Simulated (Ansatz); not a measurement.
Basis sets compared for the cluster Sn₅H₂. The state is a singlet with charge 0. Geometry PBE-D4/def2-SVP. Ansatz on 4 threads of Arm Neoverse V1 on a shared host; times are rough, and most runs start from earlier orbitals.

Cartesian coordinates in Å:
```
Sn -0.070 -1.510 -0.978
Sn 0.330 1.430 1.041
Sn -0.802 -1.026 1.653
Sn 2.232 0.316 -0.901
Sn -0.954 1.215 -1.581
H -1.788 -1.755 2.912
H 1.052 1.330 -2.146
```

In the def2 sets Sn takes a core potential; there is no spin–orbit coupling. The restricted singlet is unstable towards broken spin symmetry in Hartree–Fock (as tested in another run); at PBE-D4/def2-SVP, PBE-D4/def2-TZVP, PBE0-D4/def2-SVP, PBE0-D4/def2-TZVP this wasn't settled. Another isomer (singlet) lies 0.15 eV lower at PBE0-D4/def2-TZVP; other spin states weren't run for this one.

Binding counts from free atoms (Sn triplet, H doublet) in the same basis, without a counterpoise term.

```csv
level,functions,energy (Eh),HOMO (eV),LUMO (eV),binding per atom (eV),wall time
PBE-D4/def2-SVP,140,-1072.8378,-4.75,-3.48,2.41,2.2 s
PBE0-D4/def2-SVP,140,-1072.8634,-5.48,-3.02,2.30,4.4 s
```

Estimate the rows for PBE-D4/def2-TZVP (with forces), PBE0-D4/def2-TZVP.


| level | functions | energy (Eh) | HOMO (eV) | LUMO (eV) | binding per atom (eV) | wall time |
| --- | --- | --- | --- | --- | --- | --- |
| PBE-D4/def2-TZVP (with forces) | 262 | -1072.8715 | -4.75 | -3.49 | 2.43 | 6.5 s |
| PBE0-D4/def2-TZVP | 262 | -1072.8942 | -5.45 | -3.00 | 2.33 | 14 s |
